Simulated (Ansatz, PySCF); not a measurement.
C2H6F2Si, SMILES CC[SiH](F)F. Atoms are numbered in the order given.

```xyz
11

Si     0.6168     0.0732    -0.4155
F      1.3537    -0.6158     0.8507
F      0.4920     1.6477    -0.0601
C     -1.0754    -0.6518    -0.6163
C     -1.9635    -0.4942     0.6175
H      1.5076    -0.0613    -1.5926
H     -1.5367    -0.1766    -1.5003
H     -0.9502    -1.7168    -0.8813
H     -2.9579    -0.9372     0.4575
H     -2.1069     0.5669     0.8716
H     -1.5159    -0.9847     1.4952
```

Geometry optimised at PBE0-D3(BJ)/def2-SVP. The values are those of a single conformer.

Two levels are set side by side: PBE-D3(BJ)/def2-SVP (Ansatz, a program for electronic structure) and PBE0-D3(BJ)/def2-SVP (Ansatz). Each level has its own optimised geometry; the coordinates shown are those of the second. Frequencies come from the Hessian of PySCF at each geometry. Differences are taken from unrounded values.

```tsv
quantity	PBE0-D3(BJ)	PBE-D3(BJ)	PBE-D3(BJ) minus PBE0-D3(BJ)
mean bond length (Å)	1.361	1.372	0.011
bond Si1–F2 (Å)	1.619	1.635	0.016
bond Si1–F3 (Å)	1.619	1.635	0.016
bond Si1–C4 (Å)	1.852	1.865	0.013
bond C4–C5 (Å)	1.528	1.537	0.009
bond Si1–H6 (Å)	1.482	1.495	0.013
bond C4–H7 (Å)	1.105	1.113	0.008
bond C4–H8 (Å)	1.105	1.113	0.008
bond C5–H9 (Å)	1.100	1.108	0.008
bond C5–H10 (Å)	1.101	1.109	0.008
bond C5–H11 (Å)	1.101	1.109	0.008
highest harmonic wavenumber (cm⁻¹)	3158	3067	-90
mean harmonic wavenumber (cm⁻¹)	1310	1268	-42
zero-point energy (kcal/mol)	50.56	48.95	-1.61
```

GGA bonds tend to be longer and softer than those of functionals with exact exchange. Differences between two approximate levels are no errors against the true value.
